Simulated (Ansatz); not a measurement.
Consider the cleavage of the P–Si bond: `CC[SiH2]PO` + H₂S → `OPS` + `CC[SiH3]`.

Program: Ansatz. Geometries: PBE0-D4/def2-TZVP. ΔE: electronic, gas phase. CCSD(T)/CBS is the MP2 limit (def2-TZVPP, def2-QZVPP) plus CCSD(T) − MP2 in def2-TZVPP, frozen cores. This one scheme is used for every species. Functionals use def2-TZVPP. B3LYP here is the variant with VWN-RPA as its local correlation; programs differ in this. Each species was taken in one conformer, which may not be the lowest.

| level | ΔE (kcal/mol) | difference from CCSD(T)/CBS |
| --- | --- | --- |
| PBE-D4 | -5.0 | -0.3 |
| r2SCAN-D4 | -5.5 | -0.8 |
| PBE0-D4 | -4.4 | 0.3 |
| B3LYP-D4 | -5.0 | -0.3 |
| ωB97M-V | -5.1 | -0.4 |
| PBE | -6.1 | -1.4 |
| r2SCAN | -6.0 | -1.3 |
| PBE0 | -5.5 | -0.8 |
| MP2/def2-TZVPP | -5.1 | -0.4 |
| SCS-MP2/def2-TZVPP | -5.4 | -0.7 |
| CCSD(T)/def2-TZVPP | -3.9 | 0.8 |
| HF/def2-QZVPP | -6.5 | -1.8 |
| MP2/def2-QZVPP | -5.6 | -0.9 |
| SCS-MP2/def2-QZVPP | -5.9 | -1.2 |
| HF/CBS(def2) | -6.6 | -1.9 |
| CCSD/CBS(def2) | -4.6 | 0.1 |
| CCSD(T)/CBS | -4.7 | 0 |

Largest T1 diagnostic among the species: 0.014.

In def2-TZVPP, CCSD(T) changes the Hartree–Fock value by +2.3 kcal/mol (the triples alone add −0.1 kcal/mol) and MP2 by +1.1 kcal/mol. The D4 term adds +1.7 kcal/mol with B3LYP and +1.1 kcal/mol with PBE0; it sums over pairs of atoms, weighted by their polarisabilities, and B3LYP, whose exchange is more repulsive, gets the larger term.
